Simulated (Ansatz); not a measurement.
Consider the ligand exchange at a B–Cl bond: `NBCl` + H₂Se → `NB[SeH]` + HCl.

Isolated molecules relaxed with PBE0-D4/def2-TZVP in Ansatz; ΔE leaves out vibrations. CCSD(T)/CBS is the MP2 limit (def2-TZVPP, def2-QZVPP) plus CCSD(T) − MP2 in def2-TZVPP, frozen cores. This one scheme is used for every species. DFT in def2-TZVPP. For Se outer-core shells are correlated without core-valence functions, which leaves a few kJ/mol of doubt a bond. Scalar relativity is left out up to krypton. One conformer a species, not always the lowest.

`NBCl`:

Z-matrix (Å, degrees):
```
N
B 1 1.383
H 1 1.006 2 123.2
H 1 1.005 2 122.2 3 -180.0
Cl 2 1.768 1 119.7 3 -0.0
H 2 1.191 1 121.5 3 180.0
```

H₂Se:

```xyz
3

Se   -0.385   -0.472    0.313
H    -0.661    0.619   -0.628
H     1.046   -0.148    0.316
```

`NB[SeH]`:

Cartesian coordinates in Å:
```
N 0.099 0.960 0.741
B -0.091 -0.270 0.125
Se 0.223 -0.469 -1.796
H -0.056 1.088 1.726
H 0.397 1.795 0.267
H -0.447 -1.213 0.762
H -0.126 -1.891 -1.825
```

HCl:

Cartesian coordinates in Å:
```
Cl -0.414 -0.474 -0.113
H 0.414 0.474 0.113
```

```json
{"level": "PBE-D4", "ΔE (kJ/mol)": "27.9"}
{"level": "MP2/def2-QZVPP", "ΔE (kJ/mol)": "25.9"}
```

(1) What does CCSD(T)/CBS give? (Estimate.)

Largest T1 diagnostic among the species: 0.011.

Answers

(1) Ansatz gave: +26.7 kJ/mol. The listed levels differ from it by 1.2, -0.8 kJ/mol.

Leaving LDA and LC-ωPBE aside and taking each functional with its dispersion term where it has one, the values, not all of them listed here, spread over 8.0 kJ/mol, from revPBE-D4 to B97M-V. At CCSD(T), def2-SVP lies +12.7 kJ/mol from the extrapolated value and def2-TZVPP +0.7 kJ/mol.
